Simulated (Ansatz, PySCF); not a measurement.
This singlet lies 2.19 eV below the relaxed triplet at the level frozen-core CCSD(T)/cc-pVTZ // PBE0-D3(BJ)/def2-TZVP (Ansatz, a quantum-chemistry and plane-wave program).

CClNSi, SMILES `[Si](Cl)[N+]#[C-]` (lower singlet) (charge 0, multiplicity 1)

Computed with PBE-D3(BJ)/def2-TZVP // PBE0-D3(BJ)/def2-TZVP in PySCF.

```
Quantity                             Result
-------------  ----------------------------
HOMO                               -6.97 eV
dipole moment                        2.28 D
HOMO–LUMO gap                       2.77 eV
LUMO                               -4.21 eV
total energy                   -842.1620 Ha
cost           very roughly 29 core-seconds
```

```xyz
4

C     -1.9143    -0.3765    -0.0752
N     -0.8017     0.0055    -0.0158
Si     0.6725     0.9568     0.1061
Cl     2.0434    -0.5859    -0.0152
```
Charge 0, spin multiplicity 1.
